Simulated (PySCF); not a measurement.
**Magnetisability: SMILES C1C=C(C#N)C[C@H]1N, C6H8N2**

Geometry:
```tsv
atom	x (Å)	y (Å)	z (Å)
N1	3.482	0.144	1.487
C2	2.484	0.182	0.921
C3	1.256	0.201	0.240
C4	0.688	1.256	-0.349
C5	-0.616	0.903	-0.978
C6	-0.942	-0.499	-0.420
N7	-1.955	-0.364	0.608
C8	0.418	-1.042	0.091
H9	1.100	2.250	-0.391
H10	-1.407	1.609	-0.723
H11	-0.520	0.889	-2.066
H12	-1.359	-1.150	-1.193
H13	-2.222	-1.269	0.979
H14	-1.606	0.201	1.376
H15	0.312	-1.582	1.035
H16	0.879	-1.720	-0.631
```

Computed, not measured: GIAO B3LYP/pcSseg-1 magnetisability, rotational g tensor and spin-rotation constants, non-relativistic, gas phase in PySCF. Geometry: GFN2-xTB.

Problem. What are the magnetisability and the molar susceptibility?

Solution. Isotropic -1146 × 10⁻³⁰ J/T², or -69.0 × 10⁻⁶ cm³/mol; principal values -1278, -1162, -1000 × 10⁻³⁰ J/T², anisotropy 242 × 10⁻³⁰ J/T² (root of half the summed squared differences of the principal values). The susceptibility is in cgs units.

Problem. Split it along the inertial axes a, b, c into diamagnetic and paramagnetic parts about the centre of mass, with the quadrupole moment.

Solution. 
| axis | χ (10⁻⁶ cm³/mol) | diamagnetic (10⁻⁶ cm³/mol) | paramagnetic (10⁻⁶ cm³/mol) | summed x² of all electrons (Å²) | quadrupole Θ (D Å) |
| --- | --- | --- | --- | --- | --- |
| a | -71.4 | -364.2 | 292.8 | 199.8 | -22.89 |
| b | -63.3 | -965.2 | 901.9 | 58.2 | +14.17 |
| c | -72.4 | -1094.6 | 1022.2 | 27.7 | +8.71 |

Anisotropies 2χaa − χbb − χcc = -7.0 and 2χbb − χaa − χcc = +17.1 × 10⁻⁶ cm³/mol. Θ is traceless in Buckingham's convention.

Problem. And the rotational g tensor?

Solution. 
```tsv
axis	rotational constant (GHz)	g	nuclear part	electronic part
a	4.7625	-0.0174	0.6378	-0.6552
b	1.3397	-0.0237	0.5439	-0.5676
c	1.1749	-0.0140	0.5502	-0.5642
```
Asymmetric top; isotopes 12C, 1H, 14N; no vibrational averaging.
